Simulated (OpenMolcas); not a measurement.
Tc4+ in a point-charge field

Tc4+ among 4 point charges of -1.3 e arranged as a tetrahedron (Td), 2.14 Å from the ion.

```yaml
Program: OpenMolcas
Method: "SS-CASPT2, IPEA 0.25 Eh, imaginary shift 0.1 Eh (closed shells correlated: 4s 4p)"
Basis: ANO-RCC-VDZP [6s5p3d1f]
Scalar_Hamiltonian: DKH2, point nucleus
Active_space: 3 electrons in 5 orbitals (4d)
State_averaging: 2S+1 = 4 even, 10 roots; 2S+1 = 2 even, 40 roots
Spin-orbit_coupling: RASSI with atomic mean-field integrals over the reference wave functions
```

The lowest spin-free states (labels of Td), above the lowest:

```
State  Degeneracy  E (cm-1)  Free-ion L (%)
  4T1           3         0         F (100)
  4T2           3      1370         F (100)
  4A2           1      3530         F (100)
  4T1           3     12410         P (100)
   2E           2     13500          G (82)
  2T2           3     13620          G (98)
  2T1           3     13950          G (91)
  2A1           1     14410         G (100)
  2T1           3     17170          P (65)
  2T2           3     18690          H (87)
  2T1           3     18810          H (95)
   2E           2     19280          D (94)
   2E           2     19330          H (88)
  2T2           3     19710          D (87)
  2T1           3     20090          H (63)
  2T1           3     29780          F (99)
  2T2           3     29900         F (100)
  2A2           1     30180         F (100)
  2T2           3     46730          D (99)
   2E           2     47030         D (100)
```

The lowest levels with spin-orbit coupling:

| E (cm-1) | Degeneracy | Label | 2S+1 | g |
| --- | --- | --- | --- | --- |
| 0 | 4 | Γ8 | 4 |  |
| 720 | 2 | Γ7 | 4 | 1.93 1.93 1.93 |
| 1490 | 4 | Γ8 | 4 |  |
| 2600 | 2 | Γ6 | 4 | 0.03 0.03 0.03 |
| 2860 | 2 | Γ7 | 4 | 3.92 3.92 3.92 |
| 2870 | 4 | Γ8 | 4 |  |
| 3770 | 2 | Γ6 | 4 | 2.01 2.01 2.01 |
| 4110 | 4 | Γ8 | 4 |  |
| 5830 | 4 | Γ8 | 4 |  |
| 13030 | 2 | Γ6 | 4 | 2.58 2.58 2.58 |
| 13060 | 4 | Γ8 | 4 (85 %) |  |
| 14540 | 4 | Γ8 | 2 (86 %) |  |
| 14590 | 2 | Γ7 | 4 (52 %) | 0.20 0.20 0.20 |
| 14660 | 4 | Γ8 | 4 (88 %) |  |
| 14710 | 2 | Γ7 | 2 (53 %) | 0.14 0.14 0.14 |
| 15050 | 2 | Γ6 | 2 | 1.16 1.16 1.16 |
| 15600 | 4 | Γ8 | 2 |  |
| 15940 | 2 | Γ6 | 2 | 2.93 2.93 2.93 |
| 16330 | 4 | Γ8 | 2 |  |
| 18720 | 4 | Γ8 | 2 (90 %) |  |

Powder χT (cm3 K/mol): 0.0982 at 2 K, 0.102 at 10 K, 0.122 at 50 K, 0.147 at 100 K, 0.199 at 200 K, 0.259 at 300 K. The effective moment at 300 K is 2.828 √(χT) = 1.44 μB.

The lowest level has 2S+1 = 4, for which the spin-only value is χT = S(S+1) / 2 = 1.875 cm3 K/mol (g = 2). The computed 0.259 at 300 K differs by -1.616, through orbital momentum, spin-orbit coupling and any other state in reach. With a threefold ground state the orbital momentum is unquenched, so the spin-only value is not expected to hold.

Roots that are degenerate in the reference are averaged as groups; the widest CASPT2 spread within a group is 220 cm-1 (the 3-fold group of multiplicity 4 near 1370 cm-1 above the lowest state of its run). Shifts and gaps below about the spread of the groups concerned are not significant. An orbital triplet at a regular site is open to Jahn-Teller coupling, which can distort the site and quench the lowest spin-orbit gaps and is left out. Point charges give a weaker field than real ligands, and real ions of this kind are as a rule low spin; the high spin found here belongs to the model. The ground term spreads over less than 5000 cm-1, several times less than with real ligands, so orbital moments are less quenched and χT lies further from the spin-only value than at real sites. Free-ion shares, where given, are those of the reference states; single-state CASPT2 does not remix them. Point charges carry no covalency, so the field is a model and not that of real ligands. No measured value stands beside these numbers.
